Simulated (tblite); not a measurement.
C5H11GaGe.
SMILES with atom numbers: `[CH:1]#[C:2][CH2:3][GaH:4][CH2:5][CH2:6][GeH3:7]` (hydrogens: H8 on C1; H9, H10 on C3; H11 on Ga4; H12, H13 on C5; H14, H15 on C6; H16, H17, H18 on Ge7)

Computed with GFN2-xTB (tblite), gas phase: L-BFGS steps from a force-field or distance-geometry start until the largest atomic force falls under 0.01 eV/Å.

Step 47: E = -525.1768 eV
```
atom  x, y, z in Å  |  force x, y, z in eV/Å
C1     -3.3823    1.9578    0.0449   -0.030   0.020  -0.013
C2     -3.2218    0.8584   -0.4095    0.058  -0.029  -0.005
C3     -2.9473   -0.4591   -0.9219    0.081  -0.022   0.038
Ga4    -1.1231   -1.1734   -0.1970   -0.060   0.044  -0.047
C5      0.6133   -0.1949    0.3132    0.012   0.019  -0.007
C6      1.6795   -0.5203   -0.7437   -0.002   0.007   0.002
Ge7     3.3963    0.4037   -0.3913    0.045   0.005  -0.010
H8     -3.5896    2.9203    0.4089    0.011  -0.021  -0.001
H9     -2.8966   -0.4301   -2.0197   -0.020   0.015   0.018
H10    -3.7438   -1.1628   -0.6417    0.026   0.026   0.029
H11    -1.0172   -2.7815   -0.2545    0.025  -0.058  -0.016
H12     0.4416    0.8887    0.3475   -0.017   0.001   0.020
H13     0.9749   -0.4978    1.3049   -0.017   0.022  -0.021
H14     1.8583   -1.5999   -0.7825   -0.036   0.009  -0.017
H15     1.3262   -0.2192   -1.7356    0.002  -0.019  -0.004
H16     4.1707   -0.2315    0.7212   -0.050   0.011   0.023
H17     4.3029    0.4203   -1.5859   -0.025  -0.010   0.014
H18     3.1492    1.8275    0.0015   -0.002  -0.019  -0.001
```

Step 48: E = -525.1779 eV
```
atom  x, y, z in Å  |  force x, y, z in eV/Å
C1     -3.3705    1.9525    0.0470   -0.039   0.061   0.002
C2     -3.2231    0.8535   -0.4113    0.065  -0.054  -0.012
C3     -2.9536   -0.4639   -0.9240    0.094  -0.039   0.037
Ga4    -1.1259   -1.1689   -0.2039   -0.030   0.007  -0.036
C5      0.6081   -0.1898    0.3136    0.024   0.031  -0.004
C6      1.6763   -0.5132   -0.7421   -0.006   0.006   0.004
Ge7     3.3973    0.4039   -0.3906    0.043  -0.035  -0.002
H8     -3.5709    2.9155    0.4123    0.005  -0.004   0.005
H9     -2.9089   -0.4375   -2.0212   -0.021   0.016  -0.004
H10    -3.7458   -1.1685   -0.6371    0.004   0.016   0.033
H11    -1.0048   -2.7795   -0.2623    0.017  -0.033  -0.020
H12     0.4383    0.8937    0.3519   -0.022   0.011   0.012
H13     0.9663   -0.4950    1.3058   -0.013   0.011  -0.022
H14     1.8520   -1.5935   -0.7837   -0.037   0.015  -0.025
H15     1.3244   -0.2066   -1.7329    0.003  -0.030  -0.008
H16     4.1645   -0.2301    0.7277   -0.053   0.016   0.025
H17     4.3095    0.4036   -1.5808   -0.030  -0.005   0.007
H18     3.1581    1.8300   -0.0095   -0.004   0.010   0.007
```

Step 49: E = -525.1790 eV
```
atom  x, y, z in Å  |  force x, y, z in eV/Å
C1     -3.3597    1.9477    0.0486   -0.040   0.077   0.008
C2     -3.2236    0.8488   -0.4127    0.071  -0.060  -0.008
C3     -2.9581   -0.4693   -0.9248    0.074  -0.035   0.023
Ga4    -1.1289   -1.1642   -0.2109    0.022  -0.037  -0.017
C5      0.6036   -0.1840    0.3132    0.020   0.035  -0.001
C6      1.6733   -0.5063   -0.7410   -0.009   0.005  -0.001
Ge7     3.3986    0.4034   -0.3900    0.020  -0.059   0.009
H8     -3.5526    2.9113    0.4157   -0.002   0.008   0.007
H9     -2.9196   -0.4448   -2.0219   -0.021   0.013  -0.017
H10    -3.7474   -1.1737   -0.6319   -0.009   0.009   0.035
H11    -0.9920   -2.7779   -0.2708    0.008  -0.003  -0.022
H12     0.4356    0.8991    0.3559   -0.026   0.024   0.005
H13     0.9584   -0.4923    1.3053   -0.007   0.001  -0.014
H14     1.8445   -1.5871   -0.7852   -0.033   0.012  -0.030
H15     1.3227   -0.1953   -1.7307    0.004  -0.033  -0.016
H16     4.1561   -0.2285    0.7351   -0.046   0.014   0.033
H17     4.3147    0.3876   -1.5755   -0.023  -0.003  -0.007
H18     3.1655    1.8318   -0.0196   -0.003   0.031   0.011
```

Step 50: E = -525.1800 eV
```
atom  x, y, z in Å  |  force x, y, z in eV/Å
C1     -3.3512    1.9442    0.0494   -0.037   0.075   0.010
C2     -3.2231    0.8447   -0.4130    0.079  -0.059   0.001
C3     -2.9600   -0.4745   -0.9237    0.033  -0.016   0.002
Ga4    -1.1307   -1.1606   -0.2166    0.078  -0.074   0.004
C5      0.6005   -0.1783    0.3121    0.004   0.032   0.002
C6      1.6705   -0.5006   -0.7408   -0.011   0.001  -0.010
Ge7     3.3994    0.4017   -0.3895   -0.015  -0.057   0.021
H8     -3.5369    2.9085    0.4179   -0.009   0.013   0.006
H9     -2.9270   -0.4505   -2.0209   -0.021   0.007  -0.021
H10    -3.7485   -1.1779   -0.6266   -0.011   0.006   0.035
H11    -0.9791   -2.7764   -0.2800    0.000   0.023  -0.024
H12     0.4337    0.9044    0.3583   -0.028   0.038  -0.001
H13     0.9527   -0.4896    1.3035    0.000  -0.005   0.002
H14     1.8364   -1.5819   -0.7871   -0.025   0.002  -0.032
H15     1.3205   -0.1869   -1.7296    0.006  -0.030  -0.028
H16     4.1456   -0.2272    0.7430   -0.032   0.007   0.045
H17     4.3191    0.3748   -1.5700   -0.010  -0.003  -0.023
H18     3.1693    1.8323   -0.0277    0.001   0.039   0.011
```

Question: Estimate the geometry and energy of step 51. (The exact step hangs on the optimiser's Hessian estimate; all steps are aligned on step 50, rigid shifts and turns removed.)

Answer: E = -525.1814 eV, largest force 0.165 eV/Å
```
atom  x, y, z in Å  |  force x, y, z in eV/Å
C1     -3.3428    1.9413    0.0496   -0.027   0.047   0.002
C2     -3.2211    0.8404   -0.4118    0.084  -0.033   0.021
C3     -2.9605   -0.4805   -0.9208   -0.019   0.010  -0.022
Ga4    -1.1306   -1.1579   -0.2222    0.128  -0.101   0.023
C5      0.5977   -0.1711    0.3103   -0.019   0.023   0.006
C6      1.6668   -0.4950   -0.7419   -0.015  -0.003  -0.023
Ge7     3.3992    0.3983   -0.3889   -0.053  -0.030   0.032
H8     -3.5201    2.9066    0.4195   -0.016   0.014   0.002
H9     -2.9334   -0.4561   -2.0184   -0.020  -0.004  -0.018
H10    -3.7494   -1.1821   -0.6197   -0.006   0.006   0.032
H11    -0.9626   -2.7745   -0.2920   -0.006   0.043  -0.026
H12     0.4319    0.9110    0.3597   -0.028   0.048  -0.006
H13     0.9480   -0.4859    1.3006    0.007  -0.008   0.022
H14     1.8258   -1.5769   -0.7901   -0.014  -0.013  -0.032
H15     1.3170   -0.1791   -1.7297    0.009  -0.021  -0.043
H16     4.1306   -0.2261    0.7535   -0.014  -0.003   0.058
H17     4.3245    0.3621   -1.5629    0.004  -0.007  -0.036
H18     3.1703    1.8318   -0.0361    0.007   0.034   0.008
```

The energy changes by -0.0014 eV. The first-order estimate −F·Δx gives -0.0017 eV and the mean of the old and new forces, exact on a quadratic surface, -0.0014 eV. The step makes an angle of 80° with the force vector and moves no atom by more than 0.021 Å.

The cost below is that of the whole relaxation. On an Arm Neoverse N1 with one thread, shared host with 64 logical CPUs at a one-minute load of 57, this took 2.5 s of wall time.
